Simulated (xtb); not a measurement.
xtb input (GFN2-xTB):

```bash
xtb mol.xyz --gfn 2 --sp --chrg 0 --uhf 0
```
mol.xyz:
```
6

Si     0.00714127     1.04995696     0.80957954
H     -0.41840924     1.86076314    -0.40814884
Si     0.01975272    -0.90056355    -0.58375403
H      0.97687736    -0.69981080    -1.70695297
H     -1.33626862    -1.10126450    -1.16589692
H      0.40128468    -2.15119550     0.11944169
```

End of the output:

```
         :::::::::::::::::::::::::::::::::::::::::::::::::::::
         ::                     SUMMARY                     ::
         :::::::::::::::::::::::::::::::::::::::::::::::::::::
         :: total energy              -5.417095852715 Eh    ::
         :: gradient norm              0.030921238823 Eh/a0 ::
         :: HOMO-LUMO gap              1.754886457729 eV    ::
         ::.................................................::
         :: SCC energy                -5.449117561540 Eh    ::
         :: -> isotropic ES            0.007268418533 Eh    ::
         :: -> anisotropic ES         -0.001477451069 Eh    ::
         :: -> anisotropic XC         -0.007829132029 Eh    ::
         :: -> dispersion             -0.003613082413 Eh    ::
         :: repulsion energy           0.032021708825 Eh    ::
         :: add. restraining           0.000000000000 Eh    ::
         :: total charge              -0.000000000000 e     ::
         :::::::::::::::::::::::::::::::::::::::::::::::::::::

           -------------------------------------------------
          |                Property Printout                |
           -------------------------------------------------

    * Orbital Energies and Occupations

         #    Occupation            Energy/Eh            Energy/eV
      -------------------------------------------------------------
         1        2.0000           -0.7041086             -19.1598
         2        2.0000           -0.5832713             -15.8716
         3        2.0000           -0.4075808             -11.0908
         4        2.0000           -0.4073066             -11.0834
         5        2.0000           -0.3666835              -9.9780
         6        2.0000           -0.3153563              -8.5813 (HOMO)
         7                         -0.2508654              -6.8264 (LUMO)
         8                         -0.1928922              -5.2489
         9                         -0.1582534              -4.3063
        10                         -0.1549890              -4.2175
        11                         -0.1459661              -3.9719
        12                         -0.0845514              -2.3008
        13                         -0.0791002              -2.1524
        14                         -0.0661775              -1.8008
        15                         -0.0522151              -1.4208
Note: The following floating-point exceptions are signalling: IEEE_UNDERFLOW_FLAG IEEE_DENORMAL
normal termination of xtb
        16                          0.0028354               0.0772
        17                          0.0192552               0.5240
       ...                                ...                  ...
        22                          0.7114382              19.3592
      -------------------------------------------------------------
                  HL-Gap            0.0644909 Eh            1.7549 eV
             Fermi-level           -0.2831109 Eh           -7.7038 eV

     #   Z          covCN         q      C6AA      α(0)
     1  14 Si       1.802     0.256   191.145    29.381
     2   1 H        0.895    -0.145     7.478     4.279
     3  14 Si       3.639     0.341   101.635    19.335
     4   1 H        0.910    -0.144     7.403     4.256
     5   1 H        0.910    -0.144     7.403     4.256
     6   1 H        0.912    -0.163     8.396     4.532

 Mol. C6AA /au·bohr⁶  :       1205.667259
 Mol. C8AA /au·bohr⁸  :      57357.715960
 Mol. α(0) /au        :         66.039678

Wiberg/Mayer (AO) data.
largest (>0.10) Wiberg bond orders for each atom

 ---------------------------------------------------------------------------
     #   Z sym  total        # sym  WBO       # sym  WBO       # sym  WBO
 ---------------------------------------------------------------------------
     1  14 Si   2.142 --     3 Si   1.100     2 H    0.945
     2   1 H    0.979 --     1 Si   0.945
     3  14 Si   3.774 --     1 Si   1.100     5 H    0.882     4 H    0.882
                             6 H    0.879
     4   1 H    0.979 --     3 Si   0.882
     5   1 H    0.979 --     3 Si   0.882
     6   1 H    0.973 --     3 Si   0.879
 ---------------------------------------------------------------------------

Topologies differ in total number of bonds
Writing topology from bond orders to xtbtopo.mol

molecular dipole:
                 x           y           z       tot (Debye)
 q only:        0.105       0.569       0.873
   full:        0.016       0.281       0.275       1.000
molecular quadrupole (traceless):
                xx          xy          yy          xz          yz          zz
 q only:        0.733       0.730      -1.937      -0.103       1.027       1.204
  q+dip:        1.051       0.369      -1.949       0.072      -0.684       0.898
   full:        4.103       0.666      -2.352      -1.071      -2.212      -1.752

           -------------------------------------------------
          | TOTAL ENERGY               -5.417095852715 Eh   |
          | GRADIENT NORM               0.030921238823 Eh/α |
          | HOMO-LUMO GAP               1.754886457729 eV   |
           -------------------------------------------------

------------------------------------------------------------------------
------------------------------------------------------------------------
 total:
 SCF:
```
